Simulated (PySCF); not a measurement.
C₃H₃, SMILES [CH][C][CH2+] (connectivity only; charge and spin as stated), charge +1, multiplicity 1. Coordinates come from a PBE-D3(BJ)/def2-TZVP optimisation.

These are PBE-D3(BJ)/def2-TZVP (PySCF) values and carry that method's errors.

Harmonic wavenumbers (cm⁻¹): 273, 308, 590, 868, 996, 1076, 1126, 1418, 2093, 3028, 3125, 3295. Rotational constants (GHz): 281.1, 9.592, 9.275; symmetry number 2.

**Question.** Work out the zero-point energy and the ideal-gas rigid-rotor harmonic-oscillator thermochemistry at 298.15 K and 1 atm.

**Answer.** ZPE = ½ Σ hcν = ½ × 18195 cm⁻¹ = 26.01 kcal/mol. H − E(el) = 29.13 kcal/mol. Entropy in cal/(mol K): translation 36.92, rotation 18.71, vibration 3.81, total 59.44. G − E(el) = 11.40 kcal/mol. Cp = 13.98 cal/(mol K).
